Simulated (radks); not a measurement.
Problem. These are the eigenvalues of the occupied orbitals of an atom or ion with whole-number occupations (eV). Calculated with a radial shooting solver on a logarithmic mesh with Libxc functionals: scalar-relativistic Kohn-Sham, PBE, spin-polarised, spherical densities, finite nucleus; Fermi nuclear charge, rms radius of each element as measured or else 0.836 A^(1/3) + 0.57 fm.

orbital  eigenvalue
1s        -9525.638
2s        -1158.323
2p        -1004.029
3s        -129.2309
3p         -83.4026
3d         -10.1405
4s          -5.9788

Which element is it, and in what charge state? The configuration may be excited. Open shells, if any, are filled with parallel spins first.

Solution. Z = 30, zinc, charge 0: Zn in [Ar] 3d10 4s2. The list shows which subshells hold electrons but not how many an open one holds; the 1s level, -350.06 hartree, gives Z - s = 26.5 by -(Z - s)^2/2, which with screening and relativity narrows Z to a few neighbours, and the depths of the outer levels then fix element, charge and occupations together.
